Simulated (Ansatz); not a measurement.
Consider the ligand exchange at the Si–O bond: `N=C([SiH3])O[SiH3]` + `[OH][InH2]` → `[SiH3][O][InH2]` + `N=C(O)[SiH3]`.

Isolated molecules relaxed with PBE0-D4/def2-TZVP in Ansatz; ΔE leaves out vibrations. CCSD(T)/CBS adds triple-zeta CCSD(T) − MP2 to the extrapolated MP2 energy (def2 sets, frozen cores). Functionals use def2-TZVPP. B3LYP here is the variant with VWN-RPA as its local correlation; programs differ in this. Elements past krypton have def2 core potentials. For In outer-core shells are correlated without core-valence functions, which leaves a few kJ/mol of doubt a bond. Each species was taken in one conformer, which may not be the lowest.

| level | ΔE (kcal/mol) | difference from CCSD(T)/CBS |
| --- | --- | --- |
| PBE-D4 | -4.6 | 1.2 |
| B3LYP-D4 | -5.5 | 0.3 |
| PBE | -5.2 | 0.6 |
| r2SCAN | -6.1 | -0.3 |
| HF/def2-TZVPP | -8.9 | -3.1 |
| MP2/def2-TZVPP | -5.7 | 0.1 |
| SCS-MP2/def2-TZVPP | -6.2 | -0.4 |
| CCSD/def2-TZVPP | -6.4 | -0.6 |
| HF/def2-QZVPP | -9.0 | -3.2 |
| HF/CBS(def2) | -9.0 | -3.2 |
| CCSD(T)/CBS | -5.8 | 0 |

Largest T1 diagnostic among the species: 0.017.

The D4 term adds +0.9 kcal/mol with B3LYP and +0.5 kcal/mol with PBE0; it sums over pairs of atoms, weighted by their polarisabilities, and B3LYP, whose exchange is more repulsive, gets the larger term. In def2-TZVPP, CCSD(T) changes the Hartree–Fock value by +3.0 kcal/mol (the triples alone add +0.5 kcal/mol) and MP2 by +3.2 kcal/mol. From PBE to PBE0 (25 % exact exchange), in def2-TZVPP and without D4, ΔE moves by −0.9 kcal/mol.
